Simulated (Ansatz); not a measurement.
`[CH3][Ta]([NH2])(=[S])[Cl]` + H₂O → `[NH2][Ta]([OH])(=[S])[Cl]` + CH₄ at 400 K and 1 bar (formal hydrolysis of a Ta–C bond).

Program: Ansatz. Geometries: PBE0-D4/def2-TZVP. ΔE: electronic, gas phase. CCSD(T)/CBS is the MP2 limit (def2-TZVPP, def2-QZVPP) plus CCSD(T) − MP2 in def2-TZVPP, frozen cores. This one scheme is used for every species. def2 core potentials past Kr. For Ta outer-core shells are correlated without core-valence functions, which leaves a few kJ/mol of doubt a bond. One conformer a species, not always the lowest.

```
                     species  CCSD(T)/CBS energy (Eh)  H − E (kJ/mol)  S (J/(mol·K))
`[CH3][Ta]([NH2])(=[S])[Cl]`              -1010.37366           204.8          431.2
                         H₂O                -76.37941            69.8          198.6
 `[NH2][Ta]([OH])(=[S])[Cl]`              -1046.34802           145.0          415.3
                         CH₄                -40.46206           131.3          197.2
```

H − E and S are ideal-gas, rigid-rotor, harmonic terms from PBE0-D4/def2-TZVP, for one conformer and one mirror image of each species. 1 Eh = 2625.50 kJ/mol, R = 8.31446 J/(mol·K).

Question: By hand: ΔE, ΔH, ΔS and ΔG.

Answer: ΔE = (-1046.34802) + (-40.46206) − (-1010.37366) − (-76.37941) = -0.05701 Eh = -149.7 kJ/mol. Δ(H − E) = 145.0 + 131.3 − 204.8 − 69.8 = 1.7, so ΔH = -148.0 kJ/mol. ΔS = 415.3 + 197.2 − 431.2 − 198.6 = -17.3 J/(mol·K). ΔG = -148.0 − 400 × (-17.3)/1000 = -141.1 kJ/mol.

Question: By hand: the equilibrium constant, and the temperature at which ΔG would vanish if ΔH and ΔS stayed fixed.

Answer: log₁₀ K = −ΔG/(RT ln 10) = 18.4. ΔG = 0 at ΔH/ΔS = 8555 K, far beyond where these terms or the molecules hold.

ΔH outweighs TΔS. A doubt of 5 kJ/mol in ΔE shifts log₁₀ K by 0.7 here. Other conformers and mirror images would add mixing entropy, several J/(mol·K) or more a flexible species. These are equilibria of isolated gas molecules and say nothing of rates. Largest T1 diagnostic: 0.020 (customary marks: 0.02 for closed shells, 0.045 for open ones).
